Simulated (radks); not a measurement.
Values are calculated unless marked as measured or tabulated.
Question: These are the eigenvalues of the occupied orbitals of an atom or ion with whole-number occupations (eV). Code: a radial shooting solver on a logarithmic mesh with Libxc functionals. Model: non-relativistic Kohn-Sham, r2SCAN, spin-polarised, spherical densities, point nucleus; meta-GGA in the generalised Kohn-Sham scheme.

orbital  eigenvalue
1s up     -2477.029
1s down   -2476.777
2s up     -277.4593
2s down   -276.9100
2p up     -221.7741
2p down   -221.1441
3s up      -68.9509
3d up      -37.9336

Which element is it, and in what charge state? The configuration may be excited. Open shells, if any, are filled with parallel spins first.

Answer: Z = 16, sulfur, charge +4: S4+ in [Ne] 3s1 3d1. The list shows which subshells hold electrons but not how many an open one holds; the 1s level, -91.029 hartree, gives Z - s = 13.5 by -(Z - s)^2/2, which with screening narrows Z to a few neighbours, and the depths of the outer levels then fix element, charge and occupations together.
